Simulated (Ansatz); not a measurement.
```yaml
crystal:
  periodic: [false, false, false]
  atoms:
    - {symbol: C, position_ang: [0.473346, 0.771693, 0.120374]}
    - {symbol: C, position_ang: [0.226976, -0.482725, -0.786881]}
    - {symbol: O, position_ang: [0.660327, -0.805531, -2.103470]}
    - {symbol: Se, position_ang: [-1.119996, -1.732307, 0.050740]}
    - {symbol: H, position_ang: [0.857202, 1.416888, -0.695259]}
    - {symbol: H, position_ang: [-0.600890, 1.452893, -0.102344]}
    - {symbol: H, position_ang: [0.770294, 0.486855, 1.083913]}
    - {symbol: H, position_ang: [-1.502544, -0.834407, 1.471309]}
basis:
  gaussian: {orbitals: aug-cc-pVDZ, final_grid: {core_spheres: 8, valence_spheres: 7, degree: 23}}
magnetization: {spin_polarized: true, initial_magnetization: 1}
hamiltonian: {xc: {name: PBEsol}, dispersion: d3bj}
accuracy: high
scf: {lower_state_search: light}
```

```sh
$ ansatz run in.yaml --threads 2 --pin off --events-out ev --progress --plain --max-ram 4352MiB
```

It prints (some lines left out):

```
Error: a molecule whose nuclei and cores have a total charge of 58 cannot have a net charge of 0 together with 1 unpaired electrons
```

(1) Something in this input is off. What?

## Answers

(1) The number of unpaired electrons doesn't fit the electron count. The program refused the input.
